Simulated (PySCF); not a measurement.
Se(H)(OH) (H₂OSe), SMILES O[SeH].

Geometry optimised at B3LYP-D3(BJ)/def2-TZVP.

Method: B3LYP-D3(BJ)/def2-TZVP (PySCF).

Frequencies are harmonic and unscaled.

Task: Estimate the vibrational spectrum. (The exact figures need the calculation; the answer reports its results.)

Result: 
```json
[
 {"mode": "1", "ν (cm⁻¹)": "428", "IR (km/mol)": "77.9", "Raman (Å⁴/amu)": "5.7", "depolarisation": "0.75", "moving atoms (share of kinetic energy)": "H 93 %"},
 {"mode": "2", "ν (cm⁻¹)": "643", "IR (km/mol)": "43.4", "Raman (Å⁴/amu)": "15.4", "depolarisation": "0.31", "moving atoms (share of kinetic energy)": "O 79 %, Se 18 %"},
 {"mode": "3", "ν (cm⁻¹)": "861", "IR (km/mol)": "0.8", "Raman (Å⁴/amu)": "16.1", "depolarisation": "0.65", "moving atoms (share of kinetic energy)": "H 94 %"},
 {"mode": "4", "ν (cm⁻¹)": "1119", "IR (km/mol)": "43.9", "Raman (Å⁴/amu)": "1.6", "depolarisation": "0.75", "moving atoms (share of kinetic energy)": "H 94 %"},
 {"mode": "5", "ν (cm⁻¹)": "2337", "IR (km/mol)": "36.9", "Raman (Å⁴/amu)": "158.6", "depolarisation": "0.32", "moving atoms (share of kinetic energy)": "H 99 %"},
 {"mode": "6", "ν (cm⁻¹)": "3785", "IR (km/mol)": "77.8", "Raman (Å⁴/amu)": "61.4", "depolarisation": "0.22", "moving atoms (share of kinetic energy)": "H 94 %"}
]
```
